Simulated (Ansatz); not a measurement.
Ansatz (an electronic-structure program) input (MP2/6-31G*):

Ansatz 0.2 input:
```yaml
crystal:
  periodic: [false, false, false]
  atoms:
    - {symbol: C, position_ang: [-1.60290724, -0.85383308, -0.39475235]}
    - {symbol: C, position_ang: [-0.49790432, 0.02053633, 0.19955438]}
    - {symbol: C, position_ang: [-0.51059676, 1.43062084, -0.42244917]}
    - {symbol: C, position_ang: [0.82548031, -0.64202517, 0.04840273]}
    - {symbol: O, position_ang: [1.85358337, -0.04552093, 0.73675744]}
    - {symbol: H, position_ang: [-2.57832842, -0.38040495, -0.27186482]}
    - {symbol: H, position_ang: [-1.63475624, -1.83359224, 0.08399967]}
    - {symbol: H, position_ang: [-1.44220677, -1.00618714, -1.46556411]}
    - {symbol: H, position_ang: [-0.68394777, 0.13624891, 1.27452571]}
    - {symbol: H, position_ang: [-0.36855768, 1.37354274, -1.50469282]}
    - {symbol: H, position_ang: [0.28773657, 2.04449637, -0.00550230]}
    - {symbol: H, position_ang: [-1.46418607, 1.92879510, -0.23152550]}
    - {symbol: H, position_ang: [1.08620041, -1.15186339, -0.87602853]}
    - {symbol: H, position_ang: [2.68494703, -0.47866128, 0.51805944]}
basis:
  gaussian:
    orbitals: 6-31G*
magnetization: {spin_polarized: true, initial_magnetization: 1}
correlation: {method: mp2, electrons: outside_noble_gas}
relax: {f_tol: 0.003, max_steps: 120}
```

From the output:

```
these checks for a lower state are left out or cut short: starts, cluster_reference, orbital_swaps, neighbouring_geometries, increment
integrals: 0.07 GiB planned
1106 factors; integrals over basis functions are off by at most 4.0e-4 eV
mean field: 0.44 GiB planned
mean field -6299.98791776 eV, -231.5202856924 hartree, gradient 2.0e-6 eV, S^2 0.759577; 0 other end points of the search recorded, 0 dependent functions left out
5 core orbitals not correlated
reference -6299.98791776 eV, -231.5202856924 hartree; 16, 15 occupied and 72, 73 virtual orbitals, 1106 factors
densities: 0.34 GiB planned
second order -18.56790695 eV of doubles, -0.00000000 eV of singles
the calculation of the forces begins
relax step   5: F+E_penalty+E_count = -6318.55582470 eV  Δ(F+E_penalty+E_count) = -5.119e-5 eV  max|allowed force component| = 6.981e-3 eV/Å  Δτ_max = 0.0072 Å  (32 SCF iters, accepted)
these checks for a lower state are left out or cut short: starts, cluster_reference, orbital_swaps, neighbouring_geometries, increment
integrals: 0.07 GiB planned
1106 factors; integrals over basis functions are off by at most 4.0e-4 eV
mean field: 0.44 GiB planned
mean field -6299.98786227 eV, -231.5202836534 hartree, gradient 1.8e-6 eV, S^2 0.759571; 0 other end points of the search recorded, 0 dependent functions left out
5 core orbitals not correlated
reference -6299.98786227 eV, -231.5202836534 hartree; 16, 15 occupied and 72, 73 virtual orbitals, 1106 factors
densities: 0.34 GiB planned
second order -18.56797099 eV of doubles, -0.00000000 eV of singles
the calculation of the forces begins
relax step   6: F+E_penalty+E_count = -6318.55583326 eV  Δ(F+E_penalty+E_count) = -8.558e-6 eV  max|allowed force component| = 2.646e-3 eV/Å  Δτ_max = 0.0040 Å  (31 SCF iters, accepted)
these checks for a lower state are left out or cut short: cluster_reference
integrals: 0.07 GiB planned
1106 factors; integrals over basis functions are off by at most 4.0e-4 eV
mean field: 0.44 GiB planned
mean field evaluation 64: about -6299.8941 eV, gradient 2.1e-1 eV
mean field -6299.98786227 eV, -231.5202836534 hartree, gradient 1.8e-6 eV, S^2 0.759571; 1 other end points of the search recorded, 0 dependent functions left out
5 core orbitals not correlated
reference -6299.98786227 eV, -231.5202836534 hartree; 16, 15 occupied and 72, 73 virtual orbitals, 1106 factors
densities: 0.34 GiB planned
second order -18.56797099 eV of doubles, -0.00000000 eV of singles
the calculation of the forces begins
Total energy: -6318.55583326 eV, -232.2026440014 hartree
Atom 0 at    -1.611902    -0.854906    -0.387686 Å, force     0.000299    -0.000707     0.000695 eV/Å
Atom 1 at    -0.503789     0.014608     0.204619 Å, force     0.000780     0.000779    -0.001109 eV/Å
Atom 2 at    -0.496542     1.415022    -0.424989 Å, force     0.000659    -0.000622     0.000498 eV/Å
Atom 3 at     0.819167    -0.659579     0.053361 Å, force     0.001779     0.000948     0.000581 eV/Å
Atom 4 at     1.836462    -0.023145     0.739601 Å, force    -0.002646    -0.001443    -0.000458 eV/Å
Atom 5 at    -2.589074    -0.382965    -0.249959 Å, force    -0.000808     0.000100     0.000229 eV/Å
Atom 6 at    -1.636139    -1.841165     0.084046 Å, force     0.000133     0.000343    -0.000351 eV/Å
Atom 7 at    -1.457644    -0.994699    -1.463306 Å, force    -0.000094    -0.000374    -0.000095 eV/Å
Atom 8 at    -0.682666     0.130630     1.282130 Å, force    -0.000135    -0.000032     0.000639 eV/Å
Atom 9 at    -0.333832     1.344601    -1.505870 Å, force     0.000046    -0.000465    -0.000752 eV/Å
Atom 10 at     0.302739     2.023695     0.003987 Å, force    -0.000544     0.000250     0.000322 eV/Å
Atom 11 at    -1.452052     1.922749    -0.256686 Å, force     0.000113     0.000688     0.000011 eV/Å
Atom 12 at     1.085824    -1.085726    -0.917063 Å, force    -0.000130     0.000512    -0.000067 eV/Å
Atom 13 at     2.674006    -0.466970     0.526735 Å, force     0.000548     0.000024    -0.000143 eV/Å
Dipole moment:     0.158358    -0.147449    -0.191294 e Å
Checks for a lower state left out: cluster_reference
```

The geometry given is a B3LYP-D3(BJ)/def2-TZVP minimum.
